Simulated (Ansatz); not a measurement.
Li₁₀⁺ (started as a model of: Li10 tetrahedron). The state is a doublet with charge 1. Geometry B3LYP/def2-TZVP, that of the neutral singlet.

```xyz
10

Li   -0.638    0.504   -3.729
Li   -0.521    1.733   -0.865
Li   -0.508    3.308    1.826
Li    1.344   -0.325   -1.459
Li    1.400    0.955    1.076
Li    3.585   -1.203    0.531
Li   -1.400   -0.958   -1.076
Li   -1.343    0.321    1.458
Li    0.522   -1.737    0.866
Li   -2.441   -2.598    1.372
```

(1) Estimate the α-spin orbital energies around the gap (eV) in Ansatz with PBE/def2-TZVP, r2SCAN/def2-TZVP, PBE0/def2-TZVP.

Results:

(1) 
```json
{"orbital": "HOMO−5", "PBE/def2-TZVP": "-53.08", "r2SCAN/def2-TZVP": "-54.62", "PBE0/def2-TZVP": "-57.19"}
{"orbital": "HOMO−4", "PBE/def2-TZVP": "-8.25", "r2SCAN/def2-TZVP": "-8.38", "PBE0/def2-TZVP": "-9.23"}
{"orbital": "HOMO−3", "PBE/def2-TZVP": "-6.75", "r2SCAN/def2-TZVP": "-6.78", "PBE0/def2-TZVP": "-7.32"}
{"orbital": "HOMO−2", "PBE/def2-TZVP": "-6.75", "r2SCAN/def2-TZVP": "-6.78", "PBE0/def2-TZVP": "-7.32"}
{"orbital": "HOMO−1", "PBE/def2-TZVP": "-6.75", "r2SCAN/def2-TZVP": "-6.78", "PBE0/def2-TZVP": "-7.32"}
{"orbital": "HOMO", "PBE/def2-TZVP": "-5.55", "r2SCAN/def2-TZVP": "-5.53", "PBE0/def2-TZVP": "-5.93"}
{"orbital": "LUMO", "PBE/def2-TZVP": "-5.17", "r2SCAN/def2-TZVP": "-4.99", "PBE0/def2-TZVP": "-4.64"}
{"orbital": "LUMO+1", "PBE/def2-TZVP": "-5.17", "r2SCAN/def2-TZVP": "-4.99", "PBE0/def2-TZVP": "-4.64"}
{"orbital": "LUMO+2", "PBE/def2-TZVP": "-5.16", "r2SCAN/def2-TZVP": "-4.99", "PBE0/def2-TZVP": "-4.64"}
{"orbital": "LUMO+3", "PBE/def2-TZVP": "-4.67", "r2SCAN/def2-TZVP": "-4.51", "PBE0/def2-TZVP": "-4.15"}
{"orbital": "LUMO+4", "PBE/def2-TZVP": "-4.67", "r2SCAN/def2-TZVP": "-4.51", "PBE0/def2-TZVP": "-4.15"}
{"orbital": "LUMO+5", "PBE/def2-TZVP": "-4.08", "r2SCAN/def2-TZVP": "-3.81", "PBE0/def2-TZVP": "-3.53"}
{"orbital": "β HOMO", "PBE/def2-TZVP": "-6.65", "r2SCAN/def2-TZVP": "-6.64", "PBE0/def2-TZVP": "-7.20"}
{"orbital": "β LUMO", "PBE/def2-TZVP": "-5.20", "r2SCAN/def2-TZVP": "-4.96", "PBE0/def2-TZVP": "-4.67"}
```
